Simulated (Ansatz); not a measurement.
BrH6NSi2 (`N[SiH]([SiH3])Br`). The species carries charge 0 and has multiplicity 1.

```xyz
10

N    -0.656    0.818    1.462
Si    0.594    0.072    0.572
Si   -0.109   -0.316   -1.621
Br    1.234   -1.943    1.361
H    -1.593    0.449    1.427
H    -0.459    1.217    2.367
H     1.797    0.928    0.699
H     0.930   -1.084   -2.354
H    -1.368   -1.108   -1.581
H    -0.369    0.966   -2.330
```

(1) List the harmonic frequencies (cm⁻¹, unscaled) at PBE0-D4/def2-TZVP in Ansatz. (An estimate is asked.)

(2) Is this a minimum?

(3) Give the ideal-gas thermochemistry at 298.15 K and 1 bar (rigid rotor, harmonic oscillator; point group C1, symmetry number 1).

(4) Rotational constants (cm⁻¹)?

## Answers

(1) Ansatz gave: 82, 108, 166, 205, 273, 360, 433, 470, 501, 524, 705, 786, 859, 882, 923, 934, 937, 1585, 2215, 2225, 2238, 2243, 3593, 3687.

(2) Yes, all 24 modes are real.

(3) Zero-point energy 161.1 kJ/mol; H(298) − E = 183.8 kJ/mol; entropy 368.2 J/(mol·K), of which translation 171.8, rotation 119.1, vibration 77.3; G(298) − E = 74.1 kJ/mol. Modes under 100 cm⁻¹ are hindered rotations or soft bends, so the harmonic entropy is rough.

(4) 0.1173, 0.04794, 0.03648.
